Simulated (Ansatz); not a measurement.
Reaction (formal hydrolysis of the Sc–N bond): `[NH2][Sc]([NH2])[O][SiH3]` + H₂O → `[NH2][Sc]([OH])[O][SiH3]` + NH₃

Gas-phase electronic energies from Ansatz, PBE0-D4/def2-TZVP geometries. CCSD(T)/CBS is the MP2 limit (def2-TZVPP, def2-QZVPP) plus CCSD(T) − MP2 in def2-TZVPP, frozen cores. This one scheme is used for every species. Functionals use def2-TZVPP. For Sc outer-core shells are correlated without core-valence functions, which leaves a few kJ/mol of doubt a bond. Scalar relativity is left out up to krypton. Each species was taken in one conformer, which may not be the lowest.

```json
{"level": "LDA (SPW92)", "ΔE (kJ/mol)": "-75.4"}
{"level": "PBE", "ΔE (kJ/mol)": "-74.4"}
{"level": "PBE0", "ΔE (kJ/mol)": "-74.3"}
{"level": "HF/def2-QZVPP", "ΔE (kJ/mol)": "-79.6"}
```

Q: What does CCSD(T)/CBS give? (Best estimate.)

A: The calculation gave: -74.2 kJ/mol. The listed levels differ from it by -1.2, -0.2, -0.1, -5.4 kJ/mol.

Largest T1 diagnostic among the species: 0.015.

In def2-TZVPP, CCSD(T) changes the Hartree–Fock value by +4.8 kJ/mol (the triples alone add +0.5 kJ/mol) and MP2 by +3.5 kJ/mol. At CCSD(T), def2-SVP lies −16.3 kJ/mol from the extrapolated value and def2-TZVPP −1.1 kJ/mol.

CCSD(T)/CBS has its own doubt, a few kJ/mol and more with outer-core shells, so smaller differences from it don't rank the levels.
